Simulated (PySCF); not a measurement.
Homolysis of single bonds, series allyl-X. Isolated molecules, 0 K electronic values unless said otherwise. One relaxed conformer stands for each flexible species; it need not be the lowest. Strings in code marks are SMILES. All members: neutral, multiplicity 1. Level: PBE0-D4/def2-TZVP (PySCF), beside PBE-D3(BJ)/def2-TZVP // PBE0-D4/def2-TZVP (PySCF) at the same geometries. 

| species | HOMO–LUMO gap, PBE (eV) | HOMO–LUMO gap, PBE0-D4 (eV) |
|---|---|---|
| `BCC=C` (H–B–C–C torsion -162°, B–C–C–C torsion 127°) | 3.78 | 5.94 |
| `C=CC[SeH]` (C–C–C–Se torsion -114°, C–C–Se–H torsion -71°) | 4.02 | 6.13 |
| `C=CCCO` | 5.02 | 7.55 |
| `C=CC[SiH3]` (C–C–C–Si torsion 106°) | 5.24 | 7.32 |
| `C=CCC=C` (C–C–C–C torsion -122°, C–C–C–C torsion 122°) | 5.32 | 7.45 |
| `C#CCC=C` (C–C–C–C torsion 125°) | 5.46 | withheld |
| `C=CCCC` (C–C–C–C torsion 120°, C–C–C–C torsion -65°) | 5.57 | 7.72 |
| `C=CCF` (C–C–C–F torsion 0°) | 5.66 | 7.87 |

Q: Fit y = a + b·x, y being the HOMO–LUMO gap at the first level, to the 7 complete rows by least squares, with x = the PBE value in eV. Give a, b and the rms residual, and predict the withheld value.

A: Means of the 7 rows: x̄ = 4.9443, ȳ = 7.14 eV. Σ(x − x̄)² = 3.348 and Σ(x − x̄)(y − ȳ) = 3.4168, so b = 1.021 and a = ȳ − b·x̄ = 2.092 eV. The rms residual is 0.141 eV. At x = 5.46 the line gives 7.67 eV. The run for `C#CCC=C` (C–C–C–C torsion 125°) gave 7.67 eV, so the line is off by 0.00 eV, within twice the rms residual.

Codes: PySCF.
